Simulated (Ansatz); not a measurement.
`[CH3][Cr]([CH3])(=[O])=[O]`, relaxed with RKS PBE0-D4/def2-TZVP in the Gaussian-basis code of Ansatz from a GFN2-xTB geometry. The force threshold is 0.005 eV/Å; the program also tests the step.

Charge 0, multiplicity 1.

Start:

```xyz
11

C    -0.470    1.594    0.331
Cr   -0.617   -0.227   -0.594
C     0.895   -1.430    0.088
O    -1.896   -0.877   -0.023
O    -0.267    0.064   -2.069
H     0.611    1.784    0.436
H    -0.888    2.438   -0.217
H    -0.929    1.590    1.323
H     0.800   -2.487   -0.160
H     0.899   -1.357    1.185
H     1.863   -1.093   -0.300
```

By how much does the energy fall, and how many steps does the optimiser take? (Estimate.)

The calculation gave: 11.56 kcal/mol, in 10 steps.

Which bonds change most? (An estimate is asked.)

The calculation gave: Cr2–C3 from 2.049 to 1.963 Å; C1–Cr2 from 2.048 to 1.963 Å; C1–H6 from 1.102 to 1.093 Å; C3–H10 from 1.100 to 1.093 Å.

Give the relaxed structure. (Estimate.)

The calculation gave: 
```xyz
11

C    -0.399    1.598    0.312
Cr   -0.494   -0.181   -0.510
C     0.863   -1.428    0.166
O    -1.884   -0.777   -0.183
O    -0.262   -0.011   -2.029
H     0.594    1.995    0.085
H    -1.171    2.253   -0.092
H    -0.545    1.454    1.386
H     0.770   -2.400   -0.318
H     0.694   -1.521    1.242
H     1.835   -0.983   -0.058
```
